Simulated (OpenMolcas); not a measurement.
Computed levels of S2+

```json
{"Program": "OpenMolcas 26.06", "Method": "MS-RASPT2, IPEA 0.25 Eh, imaginary shift 0.1 Eh (closed shells correlated: 2s 2p 3s)", "Basis": "ANO-RCC-VQZP [6s5p3d2f1g]", "Scalar Hamiltonian": "DKH2, point nucleus", "Active space": "2 electrons in 9 orbitals (RAS2 3p; RAS3 3d 4s, at most 1 electron)", "State averaging": "2S+1 = 3 even, 3 roots; 2S+1 = 1 even, 6 roots; 2S+1 = 3 odd, 18 roots; 2S+1 = 1 odd, 18 roots", "Spin-orbit coupling": "state interaction with AMFI integrals over the reference wave functions, term energies averaged over their components"}
```

With spin-orbit coupling, above the lowest level:

```csv
Configuration,Term,J,E (cm-1),Measured (cm-1),g,Term weight %
3s2 3p2,3P,0,0.0,0.0,,100
3s2 3p2,3P,1,265,299,1.501,100
3s2 3p2,3P,2,754,833,1.501,100
3s2 3p2,1D,2,11150,11323,1.001,100
3s2 3p2,1S,0,32380,27161,,100
3s2 3p 3d,1D*,2,114940,,1.000,100
3s2 3p 3d,3F*,2,121760,122118,0.667,100
3s2 3p 3d,3F*,3,122010,122404,1.084,100
3s2 3p 3d,3F*,4,122380,122799,1.251,100
3s2 3p 3d,3P*,2,129800,,1.481,92
3s2 3p 3d,3P*,1,130050,,1.430,91
3s2 3p 3d,3P*,0,130240,,,98
3s2 3p 3d,3D*,1,130940,,0.570,93
3s2 3p 3d,3D*,2,131060,,1.187,94
3s2 3p 3d,3D*,3,131120,,1.334,100
3s2 3p 4s,3P*,0,143820,146697,,98
3s2 3p 4s,3P*,1,144030,146738,1.493,97
3s2 3p 4s,3P*,2,144590,147147,1.501,98
3s2 3p 4s,1P*,1,146930,148399,1.008,95
3s2 3p 3d,1P*,1,149710,,1.000,97
3s2 3p 3d,1F*,3,156530,157610,1.000,100
```

Against the 12 measured excited levels shown (NIST levels in Podobedova, Kelleher and Wiese, J. Phys. Chem. Ref. Data 38, 171 (2009)) the mean absolute deviation is 1400 cm-1; the largest miss in energy is 3s2 3p2 1S0: computed 32380, measured 27161 cm-1 (+19.2 %).

Spin-orbit coupling puts the lowest level 515 cm-1 below the lowest spin-free term.

For 3P the intervals divided by the larger J are 265.3, 244.1 cm-1. Landé's interval rule makes them equal in pure LS coupling; they differ by 8 % of their mean. The multiplet is regular.

Term energies are means over components that CASPT2 splits; among the terms shown or strongly mixed into the levels shown the widest spread is 210 cm-1 (3s2 3p 3d 3P*). Over all roots computed the reference weight is 0.87 to 0.97; the roots of lowest weight are the least certain, and an intruder state may touch them. ANO sets are built for valence states and can reach diffuse excited orbitals poorly, and with the s shell closed the s pⁿ⁺¹ terms that mix with these levels are absent. With the s shell closed, the reference lacks s² → p² mixing. Some terms miss by over 15 % even with CASPT2, which points to a basis or an active space too small for the shells correlated. Measured partners are found by configuration, term and J. A level has none where our copy of the source lacks it or the pairing is in doubt (some pairs that miss far off the trend of their configuration count as doubtful), and it then counts in no deviation. Levels of configurations outside the active space are missing.

The term weight is that of the spin-free term in the level, not the purity of its configuration. * marks odd parity.
